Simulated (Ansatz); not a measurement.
Input (CCSDT(Q)/cc-pVDZ; Ansatz, a program for electronic structure):

Ansatz 0.2 input:
```yaml
crystal:
  periodic: [false, false, false]
  atoms:
    - {symbol: N, position_ang: [-0.98707337, 0.12204602, 0.64401714]}
    - {symbol: C, position_ang: [0.04891004, -0.01595210, -0.06065348]}
    - {symbol: O, position_ang: [1.06980571, -0.08380837, -0.55735061]}
    - {symbol: H, position_ang: [-1.94239235, -0.08814256, 0.31460582]}
basis:
  gaussian:
    orbitals: cc-pVDZ
total_charge: 1
magnetization: {spin_polarized: true, initial_magnetization: 1}
correlation: {method: ccsdt_q, electrons: outside_noble_gas}
```

Output:

```
Functional definition: HF
integrals: 0.03 GiB planned
827 factors; integrals over basis functions are off by at most 1.5e-7 eV
mean field: 0.12 GiB planned
mean field evaluation 1: about -4551.6391 eV, gradient 3.0e1 eV
mean field evaluation 2: about -4551.6424 eV, gradient 3.0e1 eV
mean field evaluation 4: about -4555.2296 eV, gradient 3.1e0 eV
mean field evaluation 8: about -4555.3911 eV, gradient 4.9e-1 eV
mean field evaluation 16: about -4555.4100 eV, gradient 2.8e-6 eV
mean field evaluation 32: about -4555.3360 eV, gradient 2.3e0 eV
mean field evaluation 64: about -4554.6093 eV, gradient 7.2e-4 eV
mean field evaluation 96: about -4548.0667 eV, gradient 4.1e-2 eV
mean field -4555.40995504 eV, -167.4082280798 hartree, gradient 2.8e-6 eV, S^2 0.873583; 4 other end points of the search recorded, 0 dependent functions left out
determinant -4555.40995504 eV, -167.4082280798 hartree, with singles and doubles -4567.32337875 eV, -167.8460383262 hartree
determinant -4554.60932736 eV, -167.3788055553 hartree, with singles and doubles -4566.52422880 eV, -167.8166701071 hartree
3 core orbitals not correlated
reference -4555.40995504 eV, -167.4082280798 hartree; 8, 7 occupied and 36, 37 virtual orbitals, 827 factors
second order -11.22964376 eV of doubles, -0.00000000 eV of singles
coupled cluster: 0.87 GiB planned
cycle   1  -11.25757444 eV  change   -2.8e-2 eV  update   1.2e-1
cycle   2  -11.90402574 eV  change   -6.5e-1 eV  update   6.6e-2
cycle   3  -12.42184955 eV  change   -5.2e-1 eV  update   3.7e-2
cycle   4  -12.42290034 eV  change   -1.1e-3 eV  update   1.5e-2
cycle   5  -12.38426237 eV  change    3.9e-2 eV  update   7.5e-3
cycle   6  -12.39289891 eV  change   -8.6e-3 eV  update   3.1e-3
cycle   7  -12.40130910 eV  change   -8.4e-3 eV  update   1.7e-3
cycle   8  -12.39959169 eV  change    1.7e-3 eV  update   8.4e-4
cycle   9  -12.39972724 eV  change   -1.4e-4 eV  update   5.0e-4
cycle  10  -12.40056039 eV  change   -8.3e-4 eV  update   2.6e-4
cycle  11  -12.40030658 eV  change    2.5e-4 eV  update   1.5e-4
cycle  12  -12.40051149 eV  change   -2.0e-4 eV  update   7.9e-5
cycle  13  -12.40056050 eV  change   -4.9e-5 eV  update   3.6e-5
cycle  14  -12.40054892 eV  change    1.2e-5 eV  update   1.8e-5
cycle  15  -12.40054885 eV  change    7.9e-8 eV  update   1.0e-5
cycle  16  -12.40056660 eV  change   -1.8e-5 eV  update   5.8e-6
cycle  17  -12.40056679 eV  change   -2.0e-7 eV  update   3.2e-6
cycle  18  -12.40057024 eV  change   -3.4e-6 eV  update   1.9e-6
cycle  19  -12.40057115 eV  change   -9.1e-7 eV  update   1.1e-6
coupled cluster: 0.87 GiB planned
perturbative correction -0.05465678 eV, -0.0020085996 hartree
Total energy: -4567.86518297 eV, -167.8659492639 hartree
```

The determinant is spin-contaminated: <S^2> is 0.87, 0.12 over the pure value.
